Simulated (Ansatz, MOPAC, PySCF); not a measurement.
Two conformers of C2H6OSi (SMILES C=C[SiH2]O), B3LYP-D3(BJ)/def2-TZVP minima.
Conformer 1 (charge 0, multiplicity 1):
| atom | x (Å) | y (Å) | z (Å) |
|---|---|---|---|
| C | 1.6348 | 0.0646 | 0.6128 |
| C | 0.7413 | 0.3075 | -0.3459 |
| Si | -0.9371 | -0.4921 | -0.3817 |
| O | -2.1633 | 0.6190 | -0.3331 |
| H | 1.4213 | -0.6184 | 1.4291 |
| H | 2.6164 | 0.5273 | 0.6271 |
| H | 1.0160 | 1.0022 | -1.1373 |
| H | -1.1604 | -1.2254 | -1.6449 |
| H | -0.9950 | -1.4238 | 0.7737 |
| H | -2.1739 | 1.2392 | 0.4002 |
Conformer 2 (charge 0, multiplicity 1):
```json
[
 {"atom": "C", "x (Å)": "1.5263", "y (Å)": "0.6091", "z (Å)": "-0.0833"},
 {"atom": "C", "x (Å)": "0.8022", "y (Å)": "-0.4948", "z (Å)": "-0.2589"},
 {"atom": "Si", "x (Å)": "-1.0541", "y (Å)": "-0.5358", "z (Å)": "-0.1407"},
 {"atom": "O", "x (Å)": "-1.6595", "y (Å)": "0.9119", "z (Å)": "0.3815"},
 {"atom": "H", "x (Å)": "2.6091", "y (Å)": "0.6116", "z (Å)": "-0.1505"},
 {"atom": "H", "x (Å)": "1.0602", "y (Å)": "1.5653", "z (Å)": "0.1301"},
 {"atom": "H", "x (Å)": "1.3275", "y (Å)": "-1.4233", "z (Å)": "-0.4772"},
 {"atom": "H", "x (Å)": "-1.6662", "y (Å)": "-0.7668", "z (Å)": "-1.4663"},
 {"atom": "H", "x (Å)": "-1.4452", "y (Å)": "-1.6420", "z (Å)": "0.7715"},
 {"atom": "H", "x (Å)": "-1.5002", "y (Å)": "1.1649", "z (Å)": "1.2938"}
]
```

No zero-point or thermal terms.

Rows in 6-311+G**, 6-31G*, LANL2DZ, STO-3G carry no dispersion term and start afresh at each structure (6-31G* with six Cartesian d functions). MP2/6-31G* freezes PySCF's default core. LANL2DZ brings its own core potentials from Na on. The state reached by PM6, PM7 isn't checked; PM7 holds dispersion and hydrogen-bond terms.

Codes used: Ansatz (a program for electronic structure); MOPAC for PM6, PM7 (differences of heats of formation); PySCF for 6-311+G** rows, 6-31G* rows, LANL2DZ rows, STO-3G rows, the dispersion terms. Values without a source in brackets are computed.

Other levels give for the electronic energy of conformer 2 less that of conformer 1: PBE/def2-TZVPP 19.7; B3LYP/def2-TZVPP 21.7; B3LYP-D3(BJ)/def2-TZVPP 16.3; wB97M-V/def2-TZVPP 18.2 meV.

Common cheap choices:

```csv
level,electronic energy of conformer 2 less that of conformer 1 (meV)
PM6,-8.0
PM7,-14.8
HF/STO-3G,9.4
HF/6-31G*,26.6
B3LYP/6-311+G**,28.3
B3LYP/LANL2DZ,20.1
M06-2X/6-31G*,20.4
MP2/6-31G*,32.7
```
